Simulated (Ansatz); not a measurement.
`OP([SiH3])[SiH3]` + `[OH][AlH][CH2]F` → `F[CH2][AlH][O][SiH3]` + `OP[SiH3]`  (cleavage of the Si–P bond)

Isolated molecules relaxed with PBE0-D4/def2-TZVP in Ansatz; ΔE leaves out vibrations. CCSD(T)/CBS adds triple-zeta CCSD(T) − MP2 to the extrapolated MP2 energy (def2 sets, frozen cores). DFT in def2-TZVPP. B3LYP here is the variant with VWN-RPA as its local correlation; programs differ in this. One conformer a species, not always the lowest.

| level | ΔE (kcal/mol) | difference from CCSD(T)/CBS |
| --- | --- | --- |
| PBE-D4 | -15.2 | 5.8 |
| r2SCAN-D4 | -19.6 | 1.4 |
| PBE0-D4 | -17.5 | 3.5 |
| ωB97M-V | -21.2 | -0.2 |
| B2PLYP | -22.6 | -1.6 |
| PBE | -16.0 | 5.0 |
| r2SCAN | -19.8 | 1.2 |
| B3LYP | -22.4 | -1.4 |
| MP2/def2-TZVPP | -21.9 | -0.9 |
| HF/def2-QZVPP | -29.8 | -8.8 |
| CCSD(T)/CBS | -21.0 | 0 |

Largest T1 diagnostic among the species: 0.014.

In def2-TZVPP, CCSD(T) changes the Hartree–Fock value by +7.5 kcal/mol (the triples alone add +1.3 kcal/mol) and MP2 by +7.4 kcal/mol. From PBE to PBE0 (25 % exact exchange), in def2-TZVPP and without D4, ΔE moves by −2.2 kcal/mol. The D4 term adds +1.4 kcal/mol with B3LYP and +0.7 kcal/mol with PBE0; it sums over pairs of atoms, weighted by their polarisabilities, and B3LYP, whose exchange is more repulsive, gets the larger term.
